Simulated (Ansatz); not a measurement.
A search over several starts for the lowest SCF solution of the cluster SnBr2 at the given spin, in a small basis.

```yaml
crystal:
  periodic: [false, false, false]
  atoms:
    - {symbol: Sn, position_ang: [-0.492666, 0.444567, 0.864141]}
    - {symbol: Br, position_ang: [0.278448, -1.923464, 0.461428]}
    - {symbol: Br, position_ang: [0.214219, 1.478887, -1.325570]}
basis:
  gaussian: {orbitals: def2-SVP, initial_orbitals: start.molden}
hamiltonian: {xc: pbe0, dispersion: d4}
output: {orbitals: {seedname: orbitals}}
```

The file start.molden holds the orbitals of an earlier run on this structure, at another level or in another basis.

```sh
$ ansatz run in.yaml --threads 4 --pin off --events-out ev --progress --plain --max-ram 3916MiB
```

It prints (some lines left out):

```
Functional definition: PBE0
948 factors; integrals over basis functions are off by at most 3.1e-4 eV
mean field evaluation 1: about -145894.0695 eV, gradient 2.6e1 eV
mean field evaluation 2: about -145894.1968 eV, gradient 2.3e-1 eV
mean field evaluation 4: about -145894.2068 eV, gradient 4.9e-4 eV
mean field evaluation 8: about -145893.2272 eV, gradient 1.5e1 eV
mean field evaluation 16: about -145894.2068 eV, gradient 2.9e-3 eV
mean field -145894.20682399 eV, -5361.5132101365 hartree, gradient 9.0e-6 eV, S^2 0.000000; 1 other end points of the search recorded, 0 dependent functions left out
reference -145894.20684689 eV, -5361.5132109779 hartree; 46, 46 occupied and 44, 44 virtual orbitals, 948 factors
Total energy: -145894.30988081 eV, -5361.5169974047 hartree
```

It took 1.5 s on 4 threads of Arm Neoverse V2 on a shared host.

In the def2 sets Sn takes a core potential; there is no spin–orbit coupling. The structure comes from a short search, and lower isomers may exist.
